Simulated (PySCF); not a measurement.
F$_{4}$MoO, charge -1, doublet, geometry from GFN2-xTB (such geometries of metal compounds can be far from the true shape) (the multiplicity is a formal guess) (core potentials on Mo). Base run: HF/def2-SVP (PySCF).

PySCF was given this input:
```python
from pyscf import gto, scf

mol = gto.M(
    atom='''
Mo    0.00171657   -0.11887051    0.10250611
O     1.05277088   -0.77685335    1.15613724
F    -1.29992381    0.47094715   -1.00978493
F     0.44951875    1.77144445    0.36225222
F     1.24819029    0.30766764   -1.34858105
F    -1.34159221   -1.30479386    0.49007434
''',
    basis='def2-svp',
    ecp={'Mo': 'def2-svp'},
    charge=-1,
    spin=1,
    verbose=5,
)

mf = scf.UHF(mol)
mf.kernel()
mo_i, mo_e, stable_i, stable_e = mf.stability(internal=True, external=True, return_status=True, nroots=6, tol=1e-6)
print('internally stable:', stable_i, ' externally stable:', stable_e)
if not stable_i:
    umf = mf.copy()
    umf.scf_summary = {}
    umf.kernel(umf.make_rdm1(mo_i, mf.mo_occ))
```

The bond that is stretched is that between atoms 5 and 1. A test that says stable can miss a lower solution.

Each row names what was changed in the base input (with any setting that the change needs).

```json
[
 {"change": "base", "ΔE vs base (kcal/mol)": "0.000", "<S^2>": "0.800", "stability test says": "stable"},
 {"change": "bond × 1.25", "ΔE vs base (kcal/mol)": "33.89", "<S^2>": "0.845", "stability test says": "stable"},
 {"change": "bond × 1.5", "ΔE vs base (kcal/mol)": "69.6", "<S^2>": "0.894", "stability test says": "stable"},
 {"change": "bond × 1.8", "ΔE vs base (kcal/mol)": "97.0", "<S^2>": "0.945", "stability test says": "stable"},
 {"change": "bond × 2.2", "ΔE vs base (kcal/mol)": "115.7", "<S^2>": "0.983", "stability test says": "stable"},
 {"change": "bond × 3.0", "ΔE vs base (kcal/mol)": "130.2", "<S^2>": "1.008", "stability test says": "stable"}
]
```

On stretching, the SCF can end on different states; <S^2> shows the spin contamination of each.
